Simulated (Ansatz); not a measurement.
`[SiH3][O][GaH][SH]` + H–F → `[F][GaH][SH]` + `O[SiH3]` at 298.15 K and 1 bar (ligand exchange at a Ga–O bond).

Calculated with Ansatz (gas phase, PBE0-D4/def2-TZVP geometries, no zero-point term in ΔE). CBS: MP2 limit from def2 TZ/QZ plus the TZ coupled-cluster correction, frozen cores. This one scheme is used for every species. For Ga outer-core shells are correlated without core-valence functions, which leaves a few kJ/mol of doubt a bond. Scalar relativity is left out up to krypton. Each species was taken in one conformer, which may not be the lowest.

```
             species  CCSD(T)/CBS energy (Eh)  H − E (kJ/mol)  S (J/(mol·K))
`[SiH3][O][GaH][SH]`              -2689.07634           143.0          372.3
                 H–F               -100.39570            33.5          173.6
      `[F][GaH][SH]`              -2422.78377            63.4          303.4
           `O[SiH3]`               -366.69042           113.6          257.8
```

H − E and S are ideal-gas, rigid-rotor, harmonic terms from PBE0-D4/def2-TZVP, for one conformer and one mirror image of each species. 1 Eh = 2625.50 kJ/mol, R = 8.31446 J/(mol·K).

By hand: ΔE, ΔH, ΔS and ΔG.

ΔE = (-2422.78377) + (-366.69042) − (-2689.07634) − (-100.39570) = -0.00215 Eh = -5.6 kJ/mol. Δ(H − E) = 63.4 + 113.6 − 143.0 − 33.5 = 0.5, so ΔH = -5.1 kJ/mol. ΔS = 303.4 + 257.8 − 372.3 − 173.6 = 15.3 J/(mol·K). ΔG = -5.1 − 298.15 × (15.3)/1000 = -9.7 kJ/mol.

By hand: the equilibrium constant, and the temperature at which ΔG would vanish if ΔH and ΔS stayed fixed.

log₁₀ K = −ΔG/(RT ln 10) = 1.7. ΔH and −TΔS have one sign here, so there is no such temperature.

TΔS isn't small against ΔH here. A doubt of 5 kJ/mol in ΔE shifts log₁₀ K by 0.9 here. Other conformers and mirror images would add mixing entropy, several J/(mol·K) or more a flexible species. Modes under 60 cm⁻¹, often nearly free rotors, make the harmonic entropy too high. These are equilibria of isolated gas molecules and say nothing of rates. Largest T1 diagnostic: 0.014 (customary marks: 0.02 for closed shells, 0.045 for open ones).
